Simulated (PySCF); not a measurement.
## Polarisability and C₆ of Ru(2+) (ruthenium, charge +2)

[Kr] 4d6, high-spin 5D determinant. Computed with PySCF 2.14 in x2c-TZVPPall with one added diffuse shell each of s, p, d, f type (9s7p7d3f1g, 95 functions), with scalar relativity by spin-free X2C-1e. Coupled (time-dependent) response in atomic units; α is the mean over directions.

```json
{"method": "TPSS", "mean α (bohr³)": "8.314", "α xx, yy, zz": "8.630, 8.630, 7.680", "C₆ (like pair)": "44.45", "S(−4)": "21.51"}
```

S(−4) is the Cauchy moment in α(ω) = α(0) + S(−4) ω² + …

Spin-orbit coupling is absent.

α(iu) at TPSS:

```tsv
u (hartree)	α(iu) (bohr³)
0	8.314
0.0500	8.260
0.100	8.108
0.200	7.586
0.300	6.929
0.500	5.668
0.750	4.461
1.00	3.593
1.50	2.462
2.00	1.775
3.00	1.026
5.00	0.4574
```

For an ion, C₆ is the dispersion term alone; charge-induced terms of lower order in 1/R come first.

The components differ because the open shell of this determinant is not spherical; for a pure term their mean is the scalar polarisability.
